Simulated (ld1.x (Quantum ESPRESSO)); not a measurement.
# What one change does to a pseudopotential (He, TM)

ld1.x (Quantum ESPRESSO) 7.5 input, shortened:

```
&input
   title='He', zed=2., rel=0, dft='PBESOL', iswitch=3,
   config='[He] 2p-2'
 /
 &inputp
   pseudotype=2, tm=.true., lloc=0,
   nlcc=.false.
 /
2
2P  2  1  -2.00   0.45  0.50  0.50  0.0
1S  1  0   2.00   0.00  0.60  0.60  0.0
 &test
   configts(1)='1s2'
 /
```

Change: wave 1s (bound): rc 0.60 bohr becomes 1s (bound): rc 0.68 bohr.

Cutoffs: the cutoffs (Ry, on a coarse ladder) from which the occupation-weighted sum of valence levels, in a spherical-Bessel basis at the reference potential, stays within 10 and 1 mRy of its value at 400 Ry; they do not see the model core or the augmentation charge, which bear on the density cutoff. Errors are all-electron minus pseudo energies relative to the spin-unpolarised reference configuration.

Question: Predict the effect on cutoff, ghosts and configuration errors.

Answer: The potential gets softer (140 Ry and 200 Ry → 110 Ry and 180 Ry); neither file shows a bound ghost. A larger radius leaves more room for a smooth pseudo-wave, so fewer plane waves are needed.

| quantity | base | changed |
| --- | --- | --- |
| cutoff, loose | 140 Ry | 110 Ry |
| cutoff, tight | 200 Ry | 180 Ry |
| bound ghosts | none | none |
| error for 1s1, meV [ΔE 26.59 eV] | +5.1 | +9.0 |
| error for 1s1.5, meV [ΔE 10.39 eV] | +0.6 | +1.1 |
